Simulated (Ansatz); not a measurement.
Ansatz (a program for electronic structure) input for C4H3N2, SMILES c1[c]cncn1, multiplicity 2, PBE0/def2-SVPD. Geometry: PBE-D3(BJ)/def2-SVP. The isomer is the one that the SMILES or the coordinates give; other isomers of the formula were not compared.

Ansatz 0.2 input:
```yaml
crystal:
  periodic: [false, false, false]
  atoms:
    - {symbol: C, position_ang: [-0.00000000, 0.00000001, 1.37529101]}
    - {symbol: C, position_ang: [0.00000000, 1.21010339, 0.69673604]}
    - {symbol: N, position_ang: [0.00000000, 1.20399095, -0.65610088]}
    - {symbol: C, position_ang: [0.00000000, -0.00000001, -1.24616519]}
    - {symbol: N, position_ang: [-0.00000000, -1.20399096, -0.65610086]}
    - {symbol: C, position_ang: [-0.00000000, -1.21010338, 0.69673606]}
    - {symbol: H, position_ang: [-0.00000001, 2.19252631, 1.20099599]}
    - {symbol: H, position_ang: [-0.00000000, -0.00000003, -2.35216736]}
    - {symbol: H, position_ang: [0.00000001, -2.19252628, 1.20099602]}
basis:
  gaussian:
    orbitals: def2-SVPD
hamiltonian:
  xc: {name: PBE0}
magnetization: {spin_polarized: true, initial_magnetization: 1}
```

It prints:

```
WARN ansatz: RAYON_NUM_THREADS=1 ignored (pool sized by the plan → 1); use --threads N
Functional definition: PBE0
integrals: 0.07 GiB planned
1218 factors; their error is unknown
mean field: 0.79 GiB planned
mean field evaluation 1: about -7157.2234 eV, gradient 2.6e1 eV
mean field evaluation 2: about -7156.6052 eV, gradient 3.0e1 eV
mean field evaluation 4: about -7160.6208 eV, gradient 2.4e0 eV
mean field evaluation 8: about -7160.6528 eV, gradient 1.1e-1 eV
mean field evaluation 16: about -7160.6143 eV, gradient 1.6e-3 eV
mean field -7160.61433037 eV, -263.1477230023 hartree, gradient 5.1e-5 eV, S^2 0.761544; 0 other end points of the search recorded, 0 dependent functions left out
reference -7160.61436384 eV, -263.1477242325 hartree; 21, 20 occupied and 123, 124 virtual orbitals, 1218 factors
Total energy: -7160.61436384 eV, -263.1477242325 hartree
```

Self-consistency was reached.

Cost: around 11 core-seconds (rough).
